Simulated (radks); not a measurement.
Spherical quantum dot in the effective-mass picture: electrons in a hard-walled sphere of radius 3.62, all in effective atomic units (hartree* = m*/eps^2 hartree, bohr* = eps/m* bohr), one dielectric constant everywhere. Method: non-relativistic Kohn-Sham, exchange-only LDA, spin-polarised, spherical densities; computed with a radial shooting solver with Libxc functionals. Levels are named by radial order and angular momentum (1s, 1p, 1d, 2s, ...), and open shells are averaged over m.

N = 7, configuration 1s2 1p(up 3, down 2). This is the lowest configuration that the search found. Occupied and some empty levels:

level    occupation  eigenvalue (hartree*)  <r> (bohr*)
1s up             1                 2.9077        2.140
1s down           1                 2.9422        2.136
1p up             3                 3.1820        2.332
1p down           2                 3.2176        2.333
1d up             0                 3.5967        2.467
1d down           0                 3.6323        2.468
2s up             0                 4.1027        1.700
2s down           0                 4.1275        1.699
1f up             0                 4.1315        2.569
1f down           0                 4.1665        2.570

Energy (hartree*): total 12.7563, kinetic 4.9824, external 0, Hartree 9.7251, exchange-correlation -1.9512.

Electron density:

r (bohr*)  n(r) (e/bohr*^3)
0.0939              0.02158
0.365               0.02455
0.636               0.03086
0.907               0.04002
1.18                0.05108
1.45                0.06236
1.72                0.07145
1.99                0.07540
2.26                0.07152
2.53                0.05885
2.80                0.03972
3.07                0.01953
3.35               0.004973
3.62              5.215e-06
